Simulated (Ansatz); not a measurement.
Tl₃H₃⁺, relaxed as a doublet with UKS r2SCAN-D4/def2-SVP in Ansatz, starting from packed atoms. Force threshold 0.02 eV/Å.

In the def2 sets Tl takes a core potential; there is no spin–orbit coupling. The structure comes from a short search, and lower isomers may exist.

Start:

| atom | x (Å) | y (Å) | z (Å) |
| --- | --- | --- | --- |
| Tl1 | 3.590 | 0.084 | 0.452 |
| Tl2 | 0.653 | -0.759 | -0.338 |
| Tl3 | -2.606 | 0.070 | -0.514 |
| H4 | 0.103 | 0.495 | 0.734 |
| H5 | -0.928 | -0.101 | 0.150 |
| H6 | -0.813 | 0.210 | -0.484 |

Task: Estimate the energy that the relaxation releases and the steps that it takes.

Result: 5.48 eV, in 29 steps; 52 s on 4 threads of Arm Neoverse V2 on a shared host. The force fell under the threshold at step 20, but the optimiser went on. No frequencies were taken in this run, so the end may be a saddle point.

Task: Does the start keep its bonding and symmetry?

Result: Bonds lost: Tl2–H4, Tl2–H5, Tl3–H5, H5–H6 (atoms count from 1). The end holds 2 separate pieces.

Task: Predict the relaxed structure.

Result: 
```tsv
atom	x (Å)	y (Å)	z (Å)
Tl1	3.198	0.721	-0.810
Tl2	0.614	-1.517	-0.309
Tl3	-2.753	0.408	-1.580
H4	-0.134	-0.033	2.166
H5	-0.152	0.506	1.628
H6	-0.773	-0.083	-1.095
```
Bond lengths (bridged metal pairs left out): 1 × Tl–Tl 3.46 Å; 1 × H–Tl 2.10 Å.
